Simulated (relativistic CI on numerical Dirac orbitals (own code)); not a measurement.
Computed by Dirac-Coulomb-Breit CI, KLI orbitals optimised for each configuration, QED by a radiative potential, unscaled Slater integrals (own radial code, finite nucleus).

The strongest absorption lines from the ground level of an ion, among the configurations computed and to levels below about 212 eV (vacuum wavelength in Å, gf): 58.836 (0.33), 127.54 (0.032), 131.42 (0.37), 132.73 (4.8), 133.80 (3), 142.83 (1.2), 149.43 (0.021), 276.02 (0.089).

Task: Which ion is it?
A. Zn XIV
B. Se XVIII
C. Zn XII
D. Fe X

Result: A. Zn XIV has 17 electrons and the ground level 3s2 3p5 2P°_3/2; the strongest line goes to 3s2 3p4 3d 2D_5/2. The pattern of lines fixes the number of electrons, and along that sequence the line energies rise steadily with the charge (about as its square where n changes within one kind of shell, about linearly where n is kept but much faster in heavy ions where fine structure, which grows about as Z⁴, sets the gap, and irregularly where shells cross), which fixes Z. Configurations outside the model, such as inner-shell arrays, can give stronger lines. At this charge energies of transitions that change n are usually good to better than 1 %, and those within a shell (Δn = 0) to a few per cent.

LS names give the leading component of a level, which can be under half, so a name can repeat, a term be missing and a line seem to break the LS rules.
